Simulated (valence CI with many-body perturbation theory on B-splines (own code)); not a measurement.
The numbers below are computed, except where a source is named.
## Sensitivity of CI+MBPT for Pm47+

Method: configuration interaction combined with many-body perturbation theory (CI+MBPT): four valence electrons over a frozen Dirac-Fock core [Ne], radial functions for each j: 6 s, 6 p, 5 d, 3 f, 1 g, with the one-electron correlation potential Σ1, the two-electron term Σ2, the three-electron term Σ3, Breit, model QED; selected CI, second order for the rest, scaled by the run's own slope (own B-spline code, finite nucleus).

The last digits are not significant, and no measured levels were compared; by estimate large intervals hold to a few tenths of a per cent, small ones and those within an open d or f shell to about a per cent.

The reference run has the lowest level (3s^2 3p1/2^2) J=0 and an ionisation energy of 4058.57 eV. Its largest variational space holds 10000 state functions.

Levels are named by their leading jj configuration (3d3/2^4 stands for four electrons in 3d with j = 3/2), which in mixed levels can hold well under half, so a name can repeat and another be missing. Letters in brackets count levels of one name in rising energy.

Reference levels: (3s^2 3p1/2 3p3/2) J=1 1089660, (3s^2 3p1/2 3p3/2) J=2 1150060, (3s 3p1/2^2 3p3/2) J=2 2087420, (3s 3p1/2^2 3p3/2) J=1 2271730, (3s^2 3p3/2^2) J=2 2283630, (3s^2 3p3/2^2) J=0 2414020, (3s^2 3p1/2 3d3/2) J=2 2479370, (3s^2 3p1/2 3d3/2) J=1 2739300, (3s^2 3p1/2 3d5/2) J=2 2837030, (3s^2 3p1/2 3d5/2) J=3 2851210, (3s 3p1/2 3p3/2^2) J=2 [a] 3170290, (3s 3p1/2 3p3/2^2) J=3 3262340 cm⁻¹.

Problem. Rank these changes by the mean size of the shift of these levels, smallest first.
A. logarithmic knot step 0.27 → 0.4
B. QED terms on → off
C. orbitals per symmetry with explicit Σ2 and valence Breit (the others get mean screening factors) 5 → 4

Solution. C (5.2 cm⁻¹), A (20 cm⁻¹), B (6100 cm⁻¹).
